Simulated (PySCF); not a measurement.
# Basis and Hamiltonian dependence of the excitation energy of Al⁺

Al⁺ [Ne] 3s2 (1S) → Al⁺ [Ne] 3d2 (3F). Calculated with PySCF 2.14 from differences of total energies of unrestricted determinants, without spin-orbit coupling. Values in eV.

```tsv
basis	Hamiltonian	functions	UHF	PBE	PBE0	MP2 (valence)	CCSD(T) (valence)
aug-cc-pV(D+d)Z	non-relativistic	32	24.119	23.775	24.060	24.793	25.139
aug-cc-pwCVDZ	non-relativistic	36	24.292	23.998	24.270	24.970	25.316
dyall-av2z	non-relativistic	50	24.588	24.445	24.678	25.272	25.618
aug-cc-pV(T+d)Z with one added diffuse shell each of s, p, d, f type	non-relativistic	71	23.960	23.624	23.896	24.544	24.454
def2-QZVPPD	non-relativistic	76	23.931	23.590	23.867	24.573	24.569
aug-cc-pVQZ-DK	spin-free X2C	84	24.166	23.910	24.167	24.777	n/a
aug-cc-pV(Q+d)Z	non-relativistic	89	23.931	23.584	23.862	24.544	24.922
aug-cc-pCVTZ-DK with one added diffuse shell each of s, p, d, f type	spin-free X2C	91	24.104	23.819	24.078	24.694	n/a
dyall-acv3z	spin-free X2C	113	24.004	23.680	23.946	24.614	n/a
aug-cc-pV(Q+d)Z with one added diffuse shell each of s, p, d, f, g type	non-relativistic	114	23.929	23.581	23.859	24.542	n/a
```

Frozen in the all-electron rows: valence: [Ne].

At UHF, aug-cc-pwCVDZ, dyall-av2z lie more than 0.3 eV from the median of the rows with comparable relativity.

The upper state lies above the first ionisation limit, where it may autoionise and the basis confines it.
